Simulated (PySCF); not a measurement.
CH7BGeO, SMILES C[B](O)[GeH3] (PBE0/def2-SVP optimised geometry):

```
11

B     -0.147     0.701     0.000
Ge     0.617    -1.249     0.000
H      2.168    -1.249     0.000
H      0.171    -2.060     1.236
H      0.172    -2.055    -1.239
C     -1.689     0.984     0.007
H     -2.164     0.531    -0.880
H     -1.921     2.060     0.021
H     -2.168     0.504     0.877
O      0.701     1.756    -0.011
H      1.632     1.510    -0.016
```

Calculation: PBE0/def2-TZVP (PySCF 2.14.0).

What are the frontier orbital energies and the dipole moment?

HOMO-2 -9.32 eV, HOMO-1 -9.30 eV, HOMO -7.61 eV, LUMO -0.60 eV, LUMO+1 0.50 eV; dipole moment 0.52 D.

On the same geometry PySCF with PBE/def2-TZVP gives HOMO-2 -8.01 eV, HOMO-1 -7.98 eV, HOMO -6.39 eV, LUMO -1.54 eV, LUMO+1 -0.32 eV; dipole moment 0.59 D.

Meta-Löwdin charges at PBE0/def2-TZVP: B1 0.21, Ge2 0.14, H3 -0.07, H4 -0.05, H5 -0.05, C6 -0.47, H7 0.14, H8 0.13, H9 0.14, O10 -0.47, H11 0.36.
